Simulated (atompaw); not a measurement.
## Building the PAW (atompaw) potential for K (PBE, scalar-relativistic).

atompaw 4.2.0.5 input, output lines left out:

```
K 19
GGA-PBE scalarrelativistic loggrid 1500 logderivrange -5 5 251
4 4 0 0 0 0
4 0 1
4 1 0
0 0 0
c
c
v
v
c
v
v
2
2.85 2.50 2.25 1.80
n
n
y
0.1
y
2.35
n
custom polynom vanderbiltortho sinc
3 0 troulliermartins
2.10
2.85
2.15
2.85
2.85
2.85
```

All-electron outer shells of the reference configuration (PBE, scalar-relativistic, ld1.x):

| shell | level (eV) | outermost node (bohr) | outermost maximum (bohr) |
| --- | --- | --- | --- |
| 2s | -353.41 | 0.11 | 0.32 |
| 2p | -280.12 | – | 0.26 |
| 3s | -35.34 | 0.48 | 1.08 |
| 3p | -18.81 | 0.45 | 1.15 |
| 4s | -2.32 | 1.59 | 4.18 |
| 4p | -0.80 | 1.88 | 5.71 |

Q: Does the generator finish with these settings?

A: Yes, a potential is produced.

Q: Estimate the cutoffs (Ry, on a coarse ladder) from which the occupation-weighted sum of valence levels, in a spherical-Bessel basis at the reference potential, stays within 10 and 1 mRy of its value at 400 Ry.

A: 15 Ry and 30 Ry.

Q: What does a ghost test show?

A: No extra level below or beside the all-electron valence levels (s, p, d, f tested). The logarithmic derivative shows an extra or strongly shifted pseudo pole above the reference energy (p near 0.56 Ry).

Q: Is the overlap operator S = 1 + Σ q|β⟩⟨β| positive definite (Bessel basis up to 400 Ry)?

A: Yes: its lowest eigenvalue is 0.59 (s channel).

Q: Which valence shell sets the plane-wave cutoff?

A: 3p: its level needs 18 Ry to come within 1 mRy, against 12 Ry for 3s.
